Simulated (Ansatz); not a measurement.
Consider the formal exchange of groups at the In–O bond: `[OH][In]([OH])[Cl]` + CH₄ → `[CH3][In]([OH])[Cl]` + H₂O.

Calculated with Ansatz (gas phase, PBE0-D4/def2-TZVP geometries, no zero-point term in ΔE). CCSD(T)/CBS adds triple-zeta CCSD(T) − MP2 to the extrapolated MP2 energy (def2 sets, frozen cores). This one scheme is used for every species. DFT in def2-TZVPP. Elements past krypton have def2 core potentials. For In outer-core shells are correlated without core-valence functions, which leaves a few kJ/mol of doubt a bond. Each species was taken in one conformer, which may not be the lowest.

`[OH][In]([OH])[Cl]`:

Cartesian coordinates in Å:
```
O -1.024 -0.987 -1.347
In 0.039 -0.328 0.165
O 0.480 1.589 0.282
Cl 0.764 -1.794 1.789
H -1.261 -0.277 -1.949
H 1.002 1.798 1.061
```

CH₄:

Z-matrix (Å, degrees):
```
C
H 1 1.090
H 1 1.090 2 109.5
H 1 1.090 2 109.5 3 -120.0
H 1 1.090 2 109.5 3 120.0
```

`[CH3][In]([OH])[Cl]`:

```xyz
8

C    -0.988   -0.090    0.942
In    0.630    0.382   -0.362
O     1.380   -0.653   -1.872
Cl    1.841    2.360   -0.168
H    -0.834   -1.077    1.377
H    -1.040    0.660    1.729
H    -1.920   -0.093    0.375
H     0.931   -1.488   -2.020
```

H₂O:

```xyz
3

O     0.039   -0.240    0.304
H     0.647    0.446    0.019
H    -0.686   -0.206   -0.323
```

| level | ΔE (kJ/mol) |
| --- | --- |
| PBE | 35.5 |
| PBE0 | 31.2 |
| CCSD(T)/def2-TZVPP | 32.4 |
| MP2/CBS(def2) | 30.5 |

Question: What does CCSD(T)/CBS give? (An estimate is asked.)

Answer: The calculation gave: +32.5 kJ/mol. The listed levels differ from it by 3.0, -1.3, -0.1, -2.0 kJ/mol.

Largest T1 diagnostic among the species: 0.016.

From PBE to PBE0 (25 % exact exchange), in def2-TZVPP and without D4, ΔE moves by −4.3 kJ/mol. In def2-TZVPP, CCSD(T) changes the Hartree–Fock value by −11.4 kJ/mol (the triples alone add +0.5 kJ/mol) and MP2 by −13.3 kJ/mol.
